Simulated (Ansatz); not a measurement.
Gas-phase electronic energies from Ansatz, PBE0-D4/def2-TZVP geometries. CBS: MP2 limit from def2 TZ/QZ plus the TZ coupled-cluster correction, frozen cores. This one scheme is used for every species. Functionals use def2-TZVPP. B3LYP here is the variant with VWN-RPA as its local correlation; programs differ in this. For Br outer-core shells are correlated without core-valence functions, which leaves a few kJ/mol of doubt a bond. Scalar relativity is left out up to krypton. Each species was taken in one conformer, which may not be the lowest.

`CN(C)[Si](O)(O)O` + HBr → `CN(C)[Si](O)(O)Br` + H₂O  (ligand exchange at the Si–O bond)

`CN(C)[Si](O)(O)O`:

```xyz
16

C    -1.661    0.521   -0.286
N    -0.252    0.438    0.014
C     0.277    1.619    0.653
Si    0.701   -0.958   -0.163
O     2.222   -0.596   -0.646
O    -0.117   -1.883   -1.244
O     1.004   -1.796    1.215
H    -2.264    0.660    0.623
H    -1.869    1.373   -0.947
H    -1.997   -0.385   -0.789
H     1.347    1.510    0.837
H    -0.214    1.818    1.616
H     0.134    2.507    0.022
H     2.293   -0.194   -1.512
H     0.106   -2.815   -1.243
H     0.290   -1.820    1.852
```

HBr:

Z-matrix (Å, degrees):
```
Br
H 1 1.420
```

`CN(C)[Si](O)(O)Br`:

```xyz
15

C     0.993   -0.210    1.415
N     0.216   -0.390    0.209
C     0.685   -1.473   -0.627
Si   -0.837    0.790   -0.363
O    -1.873    0.074   -1.396
O    -1.517    1.518    0.926
Br    0.130    2.456   -1.547
H     0.974   -1.126    2.016
H     2.042    0.024    1.191
H     0.578    0.597    2.019
H     0.047   -1.582   -1.504
H     0.660   -2.417   -0.071
H     1.717   -1.308   -0.963
H    -2.141    0.586   -2.160
H    -1.673    2.461    0.854
```

H₂O:

Cartesian coordinates in Å:
```
O -0.224 -0.256 0.189
H 0.330 0.429 0.570
H -0.106 -0.173 -0.759
```

```
             level  ΔE (kJ/mol)  difference from CCSD(T)/CBS
            PBE-D4         -8.1                         -5.4
         revPBE-D4         -8.9                         -6.2
         r2SCAN-D4          0.1                          2.8
          B3LYP-D4          1.9                          4.6
          BHLYP-D4          3.9                          6.6
           ωB97X-V          2.2                          4.9
            B2PLYP          5.4                          8.1
              BLYP          7.0                          9.7
              PBE0         -2.9                         -0.2
             BHLYP         10.9                         13.6
       HF/def2-SVP         14.4                         17.1
  CCSD(T)/def2-SVP          9.4                         12.1
     HF/def2-TZVPP         13.8                         16.5
   CCSD/def2-TZVPP          7.7                         10.4
SCS-MP2/def2-QZVPP         -0.4                          2.3
      HF/CBS(def2)         14.8                         17.5
       CCSD(T)/CBS         -2.7                            0
```

**Question.** What do rigid-rotor, harmonic-oscillator terms from PBE0-D4/def2-TZVP frequencies (298.15 K, 1 bar) make of the CCSD(T)/CBS value? (Estimate.)

**Answer.** Ansatz gave: ΔZPE = +6.6 kJ/mol, ΔH = +5.2 kJ/mol, ΔS = 2 J/(mol·K), ΔG = +4.6 kJ/mol. Modes under 50 cm⁻¹ make the entropy rough.

Largest T1 diagnostic among the species: 0.011.

From BLYP to BHLYP (50 % exact exchange), in def2-TZVPP and without D4, ΔE moves by +3.9 kJ/mol. Leaving LDA and LC-ωPBE aside and taking each functional with its dispersion term where it has one, the values, not all of them listed here, spread over 17.8 kJ/mol, from revPBE-D4 to CAM-B3LYP-D4. LDA lies +5.5 kJ/mol from PBE without D4. The D4 term adds −6.0 kJ/mol with B3LYP and −3.2 kJ/mol with PBE0; it sums over pairs of atoms, weighted by their polarisabilities, and B3LYP, whose exchange is more repulsive, gets the larger term.
